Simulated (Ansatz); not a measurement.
`[SiH3][AlH][Cl]` + `O[SiH2][SiH3]` → `[SiH3]O[SiH2][SiH3]` + `[AlH2][Cl]` at 600 K and 1 bar (cleavage of the Si–Al bond).

Gas-phase electronic energies from Ansatz, PBE0-D4/def2-TZVP geometries. CBS: MP2 limit from def2 TZ/QZ plus the TZ coupled-cluster correction, frozen cores. This one scheme is used for every species. One conformer a species, not always the lowest.

```
              species  CCSD(T)/CBS energy (Eh)  H − E (kJ/mol)  S (J/(mol·K))
    `[SiH3][AlH][Cl]`               -993.32756           135.6          410.5
      `O[SiH2][SiH3]`               -656.96789           201.2          404.3
`[SiH3]O[SiH2][SiH3]`               -947.28799           261.9          505.0
         `[AlH2][Cl]`               -703.04476            67.3          293.7
```

H − E and S are ideal-gas, rigid-rotor, harmonic terms from PBE0-D4/def2-TZVP, for one conformer and one mirror image of each species. 1 Eh = 2625.50 kJ/mol, R = 8.31446 J/(mol·K).

Problem. By hand: ΔE, ΔH, ΔS and ΔG.

Solution. ΔE = (-947.28799) + (-703.04476) − (-993.32756) − (-656.96789) = -0.03730 Eh = -97.9 kJ/mol. Δ(H − E) = 261.9 + 67.3 − 135.6 − 201.2 = -7.6, so ΔH = -105.5 kJ/mol. ΔS = 505.0 + 293.7 − 410.5 − 404.3 = -16.1 J/(mol·K). ΔG = -105.5 − 600 × (-16.1)/1000 = -95.8 kJ/mol.

Problem. By hand: the equilibrium constant, and the temperature at which ΔG would vanish if ΔH and ΔS stayed fixed.

Solution. log₁₀ K = −ΔG/(RT ln 10) = 8.3. ΔG = 0 at ΔH/ΔS = 6553 K, far beyond where these terms or the molecules hold.

ΔH outweighs TΔS. A doubt of 5 kJ/mol in ΔE shifts log₁₀ K by 0.4 here. Other conformers and mirror images would add mixing entropy, several J/(mol·K) or more a flexible species. Modes under 60 cm⁻¹, often nearly free rotors, make the harmonic entropy too high. These are equilibria of isolated gas molecules and say nothing of rates. Largest T1 diagnostic: 0.012 (customary marks: 0.02 for closed shells, 0.045 for open ones).
